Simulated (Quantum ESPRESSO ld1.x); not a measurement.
Q: The table gives one normalised radial function P(r) = r R(r) of P5+ in [Ne] (r in bohr). Method: scalar-relativistic Kohn-Sham, LDA (Slater exchange, VWN5 correlation), spin-polarised, spherical densities, point nucleus; computed with ld1.x of Quantum ESPRESSO 7.5.

r,P
0.006711,0.1891
0.007446,0.2074
0.008196,0.2255
0.009095,0.2466
0.01001,0.2675
0.01111,0.2916
0.01223,0.3152
0.01346,0.3402
0.01493,0.3686
0.01644,0.3959
0.01824,0.4266
0.02008,0.4557
0.02228,0.4877
0.02453,0.5173
0.02721,0.5489
0.02996,0.5769
0.03324,0.6054
0.03659,0.6289
0.0406,0.6504
0.04469,0.6654
0.04919,0.6744
0.05458,0.6760
0.06008,0.6684
0.06667,0.6485
0.07338,0.6178
0.08143,0.5694
0.08963,0.5095
0.09945,0.4266
0.1095,0.3329
0.1215,0.2126
0.1337,0.0846
0.1472,-0.0583
0.1633,-0.2275
0.1798,-0.3936
0.1995,-0.5794
0.2196,-0.7509
0.2436,-0.9298
0.2682,-1.0817
0.2976,-1.2244
0.3276,-1.3293
0.3635,-1.4078
0.4001,-1.4438
0.4439,-1.4409
0.4887,-1.4000
0.5379,-1.3248
0.5969,-1.2101
0.657,-1.0806
0.729,-0.9238
0.8025,-0.7729
0.8904,-0.6126
0.9801,-0.4752
1.088,-0.3445
1.197,-0.2444
1.328,-0.1593
1.462,-0.1015
1.622,-0.0582
1.786,-0.0326

Which n and l does it have? It may be an empty orbital.

A: n = 2, l = 0: the number of nodes gives n - l - 1 = 1, the rise at small r (about r^(l+1)) gives l, and the extent must fit the shell. The curve is that of 2s. 2s: eigenvalue -248.24 eV, 1 radial node at r = 0.142 bohr, <r> = 0.517 bohr, 90 % of the charge inside 0.811 bohr.
